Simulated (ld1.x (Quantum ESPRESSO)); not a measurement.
# u(r) = r·R(r): atom against pseudo-atom (europium)

Columns: radius, all-electron u(r) and pseudo u(r) of the 5p shell (level -26.63 eV) of europium in the configuration [Kr] 4d10 4f6 5s2 5p6 5d1 6s2 6p0; PBE, scalar-relativistic, TM scheme, ld1.x (Quantum ESPRESSO) 7.5.

```csv
r (bohr),all-electron,pseudo
0.130,-0.1969,-0.0143
0.260,-0.1044,-0.0570
0.390,0.3835,-0.1269
0.520,0.4438,-0.2220
0.650,0.1794,-0.3388
0.780,-0.1752,-0.4707
0.910,-0.4877,-0.6073
1.040,-0.7129,-0.7339
1.170,-0.8494,-0.8342
1.300,-0.9116,-0.8943
1.430,-0.9183,-0.9094
1.560,-0.8866,-0.8842
1.690,-0.8309,-0.8306
1.820,-0.7618,-0.7618
1.950,-0.6871,-0.6871
2.080,-0.6120,-0.6120
2.210,-0.5397,-0.5397
2.340,-0.4723,-0.4723
2.470,-0.4107,-0.4107
2.600,-0.3554,-0.3554
2.730,-0.3064,-0.3064
2.860,-0.2633,-0.2633
2.990,-0.2255,-0.2255
3.120,-0.1929,-0.1929
3.250,-0.1646,-0.1646
3.380,-0.1402,-0.1402
```

Problem. How many radial nodes do the two functions have?

Solution. The all-electron 5p function has n − l − 1 = 3 (the table is too coarse to show those close to the nucleus); the pseudo-wave has 0, since the states of the same l below it are removed with the core.

Problem. At about which radius was the pseudo-wave matched?

Solution. 1.90 bohr. The columns agree to 0.0005 from 1.69 bohr on; several derivatives are matched, so the curves merge somewhat inside the radius.

Problem. Is the pseudo-wave norm-conserving?

Solution. Yes: the TM scheme keeps the norm inside the radius equal to the all-electron one, which fixes the energy derivative of the logarithmic derivative at the level.
